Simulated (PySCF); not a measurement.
C9H9ClS.
SMILES with atom numbers: `[CH2:1]=[CH:2][c:3]1[cH:4][c:5]([Cl:6])[cH:7][c:8]([S:9][CH3:10])[cH:11]1`

Probes without a nucleus sit at each ring's centroid and 1 Å off its mean plane on both sides; NICS is minus the shielding there, NICSzz its component along the normal. Level: GIAO PBE0/pcSseg-1 (PySCF, non-relativistic, gas phase) on the GFN2-xTB geometry, one conformer.

Ring bond lengths (Å), with Mayer bond orders in brackets: C3–C4 1.398 (1.34), C4–C5 1.380 (1.38), C5–C7 1.386 (1.34), C7–C8 1.387 (1.31), C8–C11 1.391 (1.36), C11–C3 1.391 (1.40).

Problem. What do the NICS probes read (ppm)?

Solution. 
```json
{"ring": "C3–C4–C5–C7–C8–C11", "type": "6-membered carbocycle; formal bonds all aromatic", "NICS(0)": "-7.6", "NICS(1), two faces": "-9.6 / -9.7", "NICS(1)zz, two faces": "-21.8 / -22.1", "rms pucker (Å)": "0.00", "centre to ring atoms, mean (Å)": "1.39"}
```

Problem. What can be read from them?

Solution. 
- C3–C4–C5–C7–C8–C11: mean NICS(1)zz -22.0 ppm, shielded. The ring is flat and has no four-coordinate atom; by the NICS criterion it is aromatic.

Problem. What does the geometric index give? HOMA = 1 − mean of α(R − Ropt)² over the ring bonds, with Krygowski's 1993 parameters (CC: Ropt 1.388 Å, α 257.7 Å⁻²).

Solution. 
- C3–C4–C5–C7–C8–C11: HOMA 0.99 = 1 − EN − GEO, with mean bond length 1.389 Å, EN = α(Ropt − mean)² = 0.000 and GEO = α × variance = 0.008. The geometric and the magnetic index point the same way.

Problem. Give the inner angles of the rings and the Hirshfeld charges of the ring atoms.

Solution. 
- C3–C4–C5–C7–C8–C11: C3 118.7° (+0.006 e), C4 119.5° (-0.067 e), C5 122.2° (+0.018 e), C7 118.5° (-0.078 e), C8 120.0° (-0.013 e), C11 121.2° (-0.062 e); sum 720.0° against 720° for a flat convex ring.

Shape of the structure used: `[CH2:1]=[CH:2][c:3]1[cH:4][c:5]([Cl:6])[cH:7][c:8]([S:9][CH3:10])[cH:11]1`: C1–C2–C3–C4 9°, C7–C8–S9–C10 0°.
